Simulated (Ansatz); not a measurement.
Input for Ansatz (a first-principles code): U-r2SCAN/cc-pVTZ on CH6GaN (SMILES C[NH][GaH2]), a point of a bond scan (R = 1.362 Å).

Ansatz 0.2 input:
```yaml
crystal:
  periodic: [false, false, false]
  atoms:
    - {symbol: Ga, position_ang: [-0.38552085, 0.59219483, 0.38547984]}
    - {symbol: H, position_ang: [-0.35620831, 1.04055650, 1.88089773]}
    - {symbol: H, position_ang: [-1.21326902, 1.21780911, -0.78284021]}
    - {symbol: N, position_ang: [0.66953217, -0.82999472, -0.05613421]}
    - {symbol: C, position_ang: [0.83297337, -1.44977301, -1.35901371]}
    - {symbol: H, position_ang: [1.41856860, -1.42430955, 0.91396915]}
    - {symbol: H, position_ang: [0.53149662, -2.50342095, -1.35711350]}
    - {symbol: H, position_ang: [1.86866607, -1.40063125, -1.71396656]}
    - {symbol: H, position_ang: [0.21152158, -0.93352423, -2.09229175]}
basis:
  gaussian:
    orbitals: cc-pVTZ
hamiltonian:
  xc: {name: r2SCAN}
magnetization: {spin_polarized: true, initial_magnetization: 0}
```

It printed:

```
WARN ansatz: RAYON_NUM_THREADS=1 ignored (pool sized by the plan → 1); use --threads N
Functional definition: r2SCAN
integrals: 0.10 GiB planned
1062 factors; their error is unknown
mean field: 0.93 GiB planned
mean field evaluation 1: about -54990.6482 eV, gradient 5.0e1 eV
mean field evaluation 2: about -54932.2056 eV, gradient 1.0e2 eV
mean field evaluation 4: about -55001.1807 eV, gradient 8.6e0 eV
mean field evaluation 8: about -55001.4820 eV, gradient 2.1e-1 eV
mean field evaluation 16: about -55001.4621 eV, gradient 1.9e-4 eV
mean field -55001.46205887 eV, -2021.2664493334 hartree, gradient 5.0e-5 eV, S^2 0.000000; 0 other end points of the search recorded, 0 dependent functions left out
reference -55001.46207646 eV, -2021.2664499800 hartree; 25, 25 occupied and 162, 162 virtual orbitals, 1062 factors
Total energy: -55001.46207646 eV, -2021.2664499800 hartree
```

The calculation finished and met its thresholds.

Cost: very roughly 9 core-seconds.
